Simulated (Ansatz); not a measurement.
A run for Ansatz (a program for electronic structure): R-SVWN5/def2-TZVPP on C4H8O (SMILES C=CCOC).

Ansatz 0.2 input:
```yaml
crystal:
  periodic: [false, false, false]
  atoms:
    - {symbol: C, position_ang: [1.84017157, 0.75339671, -0.20250681]}
    - {symbol: C, position_ang: [1.13683210, -0.36570012, -0.09717745]}
    - {symbol: C, position_ang: [0.09097147, -0.61539865, 0.94815194]}
    - {symbol: O, position_ang: [-1.16444261, -0.98599194, 0.39719956]}
    - {symbol: C, position_ang: [-1.82293922, 0.07467183, -0.26664866]}
    - {symbol: H, position_ang: [2.59932333, 0.88203369, -0.96352601]}
    - {symbol: H, position_ang: [1.68580670, 1.58297293, 0.47896271]}
    - {symbol: H, position_ang: [1.29949847, -1.18085285, -0.79683416]}
    - {symbol: H, position_ang: [0.38520264, -1.45823957, 1.57819870]}
    - {symbol: H, position_ang: [-0.01784207, 0.26882645, 1.59139439]}
    - {symbol: H, position_ang: [-2.78003180, -0.31272968, -0.61197089]}
    - {symbol: H, position_ang: [-2.00168783, 0.91698709, 0.41452088]}
    - {symbol: H, position_ang: [-1.25086274, 0.44002412, -1.12604701]}
basis:
  gaussian:
    orbitals: def2-TZVPP
hamiltonian:
  xc: {name: SVWN5}
scf: {lower_state_search: off}
```

Program output:

```
WARN ansatz: RAYON_NUM_THREADS=1 ignored (pool sized by the plan → 1); use --threads N
Functional definition: SVWN5
these checks for a lower state are left out or cut short: stability, starts, cluster_reference, orbital_swaps, neighbouring_geometries, increment
integrals: 0.18 GiB planned
1343 factors; their error is unknown
mean field: 1.41 GiB planned
mean field evaluation 1: about -6256.9516 eV, gradient 8.0e1 eV
mean field evaluation 2: about -6235.6324 eV, gradient 1.2e2 eV
mean field evaluation 4: about -6271.4792 eV, gradient 1.6e1 eV
mean field evaluation 8: about -6271.9923 eV, gradient 3.2e-1 eV
mean field evaluation 16: about -6271.9603 eV, gradient 8.7e-4 eV
mean field -6271.96028984 eV, -230.4902893642 hartree, gradient 2.5e-6 eV, S^2 0.000000; 0 other end points of the search recorded, 0 dependent functions left out
reference -6271.96033087 eV, -230.4902908722 hartree; 20, 20 occupied and 247, 247 virtual orbitals, 1343 factors
Total energy: -6271.96033087 eV, -230.4902908722 hartree
Checks for a lower state left out: stability, starts, cluster_reference, orbital_swaps, neighbouring_geometries, increment
```

The calculation finished and met its thresholds.

Cost: around 4 core-seconds (rough).
